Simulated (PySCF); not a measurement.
Isomers of C7H15NSi.

All values: PBE0/pcSseg-1 (PySCF) at GFN2-xTB geometries, gas phase, one conformer each.

Problem. Rank by HOMO–LUMO gap, lowest first.
A. `[CH2:1]1[CH2:2][CH:3]([N:4]2[CH2:5][CH2:6][CH2:7][SiH2:8]2)[CH2:9]1` with C2–C3–N4–C5 173°, C9–C1–C2–C3 -11°, C1–C2–C3–N4 132°, C3–N4–C5–C6 -171°, N4–C5–C6–C7 -42°
B. `[CH3:1][Si@@H:2]1[CH2:3][CH2:4][CH2:5][N:6]1[CH:7]1[CH2:8][CH2:9]1` with C5–N6–C7–C8 158°, C1–Si2–C3–C4 -146°, Si2–C3–C4–C5 40°, C3–C4–C5–N6 -36°, C4–C5–N6–C7 -164°
C. `[CH2:1]=[CH:2][SiH2:3][CH2:4][C@@:5]([CH3:6])([NH2:7])[CH:8]=[CH2:9]` with C1–C2–Si3–C4 11°, C2–Si3–C4–C5 167°, Si3–C4–C5–C6 50°, C4–C5–N7–H 179° and 60°, C4–C5–C8–C9 -114°
D. `[CH2:1]=[CH:2][CH2:3][Si@H:4](/[CH:5]=[CH:6]/[CH3:7])[NH:8][CH3:9]` with C1–C2–C3–Si4 -97°, C2–C3–Si4–C5 63°, C3–Si4–C5–C6 -82°, C3–Si4–N8–C9 177°
E. `[CH2:1]=[CH:2][C@@:3]1([N:4]([CH3:5])[CH3:6])[SiH2:7][C@@H:8]1[CH3:9]` with C1–C2–C3–N4 169°, C2–C3–N4–C5 -59°
F. `[CH2:1]=[C:2]1[CH2:3][C@@H:4]([CH2:5][CH3:6])[C@H:7]1[NH:8][SiH3:9]` with C3–C4–C5–C6 -78°, C4–C7–N8–Si9 -92°, C1–C2–C3–C4 163°, C2–C3–C4–C5 -106°, C3–C4–C7–N8 -131°, C1–C2–C7–C4 -163°

Solution. E (5.70 eV), D (6.44 eV), F (6.63 eV), C (6.79 eV), A (6.98 eV), B (7.30 eV).

Problem. Rank by dipole moment, highest first.
A. `[CH2:1]=[CH:2][N:3]([SiH3:4])[C@H:5]([CH3:6])[CH:7]1[CH2:8][CH2:9]1` with C1–C2–N3–Si4 2°, C2–N3–C5–C6 64°, N3–C5–C7–C8 -139°
B. `[CH2:1]=[C:2]([CH3:3])[Si@H:4](/[CH:5]=[CH:6]\[CH3:7])[NH:8][CH3:9]` with C1–C2–Si4–C5 -121°, C2–Si4–C5–C6 -81°, C2–Si4–N8–C9 175°
C. `[CH2:1]1[CH2:2][CH:3]([N:4]2[CH2:5][CH2:6][CH2:7][SiH2:8]2)[CH2:9]1` with C2–C3–N4–C5 173°, C9–C1–C2–C3 -11°, C1–C2–C3–N4 132°, C3–N4–C5–C6 -171°, N4–C5–C6–C7 -42°
D. `[CH2:1]=[CH:2][CH2:3][SiH2:4][N:5]1[CH2:6][CH2:7][CH2:8][CH2:9]1` with C1–C2–C3–Si4 -105°, C2–C3–Si4–N5 -58°, C3–Si4–N5–C6 103°, Si4–N5–C6–C7 -168°, N5–C6–C7–C8 -29°, C6–C7–C8–C9 39°, C7–C8–C9–N5 -36°
E. `[CH2:1]=[CH:2][SiH2:3][CH2:4][C@@:5]([CH3:6])([NH2:7])[CH:8]=[CH2:9]` with C1–C2–Si3–C4 11°, C2–Si3–C4–C5 167°, Si3–C4–C5–C6 50°, C4–C5–N7–H 179° and 60°, C4–C5–C8–C9 -114°
F. `[CH3:1][Si@@H:2]1[CH2:3][CH2:4][CH2:5][N:6]1[CH:7]1[CH2:8][CH2:9]1` with C5–N6–C7–C8 158°, C1–Si2–C3–C4 -146°, Si2–C3–C4–C5 40°, C3–C4–C5–N6 -36°, C4–C5–N6–C7 -164°

Solution. A (1.57 D), D (1.31 D), B (1.14 D), E (0.94 D), C (0.74 D), F (0.54 D).

Problem. Rank by the lowest IAO charge on any atom, lowest value first.
A. `[CH2:1]=[CH:2][CH2:3][Si@H:4](/[CH:5]=[CH:6]/[CH3:7])[NH:8][CH3:9]` with C1–C2–C3–Si4 -97°, C2–C3–Si4–C5 63°, C3–Si4–C5–C6 -82°, C3–Si4–N8–C9 177°
B. `[CH2:1]=[CH:2][N:3]([SiH3:4])[C@H:5]([CH3:6])[CH:7]1[CH2:8][CH2:9]1` with C1–C2–N3–Si4 2°, C2–N3–C5–C6 64°, N3–C5–C7–C8 -139°
C. `[CH2:1]=[CH:2][C@@:3]1([N:4]([CH3:5])[CH3:6])[SiH2:7][C@@H:8]1[CH3:9]` with C1–C2–C3–N4 169°, C2–C3–N4–C5 -59°
D. `[CH2:1]=[CH:2][CH2:3][C@H:4]1[CH2:5][CH2:6][N:7]([SiH3:8])[CH2:9]1` with C1–C2–C3–C4 -117°, C2–C3–C4–C5 -64°, C3–C4–C5–C6 111°, C4–C5–C6–N7 -15°, C5–C6–N7–Si8 -161°, C6–N7–C9–C4 -42°
E. `[CH3:1][Si@@H:2]1[CH2:3][CH2:4][CH2:5][N:6]1[CH:7]1[CH2:8][CH2:9]1` with C5–N6–C7–C8 158°, C1–Si2–C3–C4 -146°, Si2–C3–C4–C5 40°, C3–C4–C5–N6 -36°, C4–C5–N6–C7 -164°
F. `[CH2:1]=[CH:2][CH2:3][SiH2:4][N:5]1[CH2:6][CH2:7][CH2:8][CH2:9]1` with C1–C2–C3–Si4 -105°, C2–C3–Si4–N5 -58°, C3–Si4–N5–C6 103°, Si4–N5–C6–C7 -168°, N5–C6–C7–C8 -29°, C6–C7–C8–C9 39°, C7–C8–C9–N5 -36°

Solution. E (-0.732 e), A (-0.675 e), F (-0.561 e), D (-0.514 e), B (-0.456 e), C (-0.408 e).

All values together:

```tsv
SMILES	μ (D)	HOMO (eV)	LUMO (eV)	lowest IAO charge (e)	highest IAO charge (e)	lowest Hirshfeld charge (e)	highest Hirshfeld charge (e)
[SiH3]N[C@]12CC[C@H](CC1)C2	1.05	-6.50	0.78	-0.674 (N)	+0.739 (Si)	-0.240 (N)	+0.337 (Si)
C=CC[SiH2]N1CCCC1	1.31	-5.94	0.39	-0.561 (C)	+0.891 (Si)	-0.181 (N)	+0.367 (Si)
C[Si@@H]1CCCN1C1CC1	0.54	-5.92	1.38	-0.732 (C)	+1.012 (Si)	-0.218 (C)	+0.390 (Si)
C=CC[Si@H](/C=C/C)NC	1.42	-6.49	-0.05	-0.675 (N)	+1.027 (Si)	-0.248 (N)	+0.386 (Si)
C=C[C@@]1(N(C)C)[SiH2][C@@H]1C	0.43	-5.93	-0.23	-0.408 (C)	+0.598 (Si)	-0.122 (C)	+0.290 (Si)
C=C(C)[Si@H](/C=C\C)NC	1.14	-6.60	-0.36	-0.678 (N)	+0.998 (Si)	-0.236 (N)	+0.379 (Si)
C=CC[C@H]1CCN([SiH3])C1	1.22	-6.12	0.55	-0.514 (N)	+0.742 (Si)	-0.171 (N)	+0.337 (Si)
C=CN([SiH3])[C@H](C)C1CC1	1.57	-5.82	0.74	-0.456 (N)	+0.730 (Si)	-0.163 (C)	+0.350 (Si)
C1CC(N2CCC[SiH2]2)C1	0.74	-6.03	0.95	-0.543 (C)	+0.852 (Si)	-0.175 (N)	+0.356 (Si)
C=C1C[C@@H](CC)[C@H]1N[SiH3]	1.01	-6.61	0.02	-0.664 (N)	+0.748 (Si)	-0.234 (N)	+0.345 (Si)
C[C@H]1C[Si@@H](NC2CC2)C1	0.88	-6.19	1.21	-0.647 (N)	+1.010 (Si)	-0.235 (N)	+0.393 (Si)
C=C[SiH2]C[C@@](C)(N)C=C	0.94	-6.99	-0.20	-0.573 (N)	+0.743 (Si)	-0.225 (N)	+0.333 (Si)
```

Conformers: `[SiH3:1][NH:2][C@:3]12[CH2:4][CH2:5][C@H:6]([CH2:7][CH2:8]1)[CH2:9]2` with Si1–N2–C3–C4 -151°; `[CH2:1]=[CH:2][CH2:3][SiH2:4][N:5]1[CH2:6][CH2:7][CH2:8][CH2:9]1` with C1–C2–C3–Si4 -105°, C2–C3–Si4–N5 -58°, C3–Si4–N5–C6 103°, Si4–N5–C6–C7 -168°, N5–C6–C7–C8 -29°, C6–C7–C8–C9 39°, C7–C8–C9–N5 -36°; `[CH3:1][Si@@H:2]1[CH2:3][CH2:4][CH2:5][N:6]1[CH:7]1[CH2:8][CH2:9]1` with C5–N6–C7–C8 158°, C1–Si2–C3–C4 -146°, Si2–C3–C4–C5 40°, C3–C4–C5–N6 -36°, C4–C5–N6–C7 -164°; `[CH2:1]=[CH:2][CH2:3][Si@H:4](/[CH:5]=[CH:6]/[CH3:7])[NH:8][CH3:9]` with C1–C2–C3–Si4 -97°, C2–C3–Si4–C5 63°, C3–Si4–C5–C6 -82°, C3–Si4–N8–C9 177°; `[CH2:1]=[CH:2][C@@:3]1([N:4]([CH3:5])[CH3:6])[SiH2:7][C@@H:8]1[CH3:9]` with C1–C2–C3–N4 169°, C2–C3–N4–C5 -59°; `[CH2:1]=[C:2]([CH3:3])[Si@H:4](/[CH:5]=[CH:6]\[CH3:7])[NH:8][CH3:9]` with C1–C2–Si4–C5 -121°, C2–Si4–C5–C6 -81°, C2–Si4–N8–C9 175°; `[CH2:1]=[CH:2][CH2:3][C@H:4]1[CH2:5][CH2:6][N:7]([SiH3:8])[CH2:9]1` with C1–C2–C3–C4 -117°, C2–C3–C4–C5 -64°, C3–C4–C5–C6 111°, C4–C5–C6–N7 -15°, C5–C6–N7–Si8 -161°, C6–N7–C9–C4 -42°; `[CH2:1]=[CH:2][N:3]([SiH3:4])[C@H:5]([CH3:6])[CH:7]1[CH2:8][CH2:9]1` with C1–C2–N3–Si4 2°, C2–N3–C5–C6 64°, N3–C5–C7–C8 -139°; `[CH2:1]1[CH2:2][CH:3]([N:4]2[CH2:5][CH2:6][CH2:7][SiH2:8]2)[CH2:9]1` with C2–C3–N4–C5 173°, C9–C1–C2–C3 -11°, C1–C2–C3–N4 132°, C3–N4–C5–C6 -171°, N4–C5–C6–C7 -42°; `[CH2:1]=[C:2]1[CH2:3][C@@H:4]([CH2:5][CH3:6])[C@H:7]1[NH:8][SiH3:9]` with C3–C4–C5–C6 -78°, C4–C7–N8–Si9 -92°, C1–C2–C3–C4 163°, C2–C3–C4–C5 -106°, C3–C4–C7–N8 -131°, C1–C2–C7–C4 -163°; `[CH3:1][C@H:2]1[CH2:3][Si@@H:4]([NH:5][CH:6]2[CH2:7][CH2:8]2)[CH2:9]1` with C3–Si4–N5–C6 -94°, Si4–N5–C6–C7 111°, C1–C2–C3–Si4 134°, C2–C3–Si4–N5 -120°, N5–C6–C7–C8 109°, C3–Si4–C9–C2 10°; `[CH2:1]=[CH:2][SiH2:3][CH2:4][C@@:5]([CH3:6])([NH2:7])[CH:8]=[CH2:9]` with C1–C2–Si3–C4 11°, C2–Si3–C4–C5 167°, Si3–C4–C5–C6 50°, C4–C5–N7–H 179° and 60°, C4–C5–C8–C9 -114°.
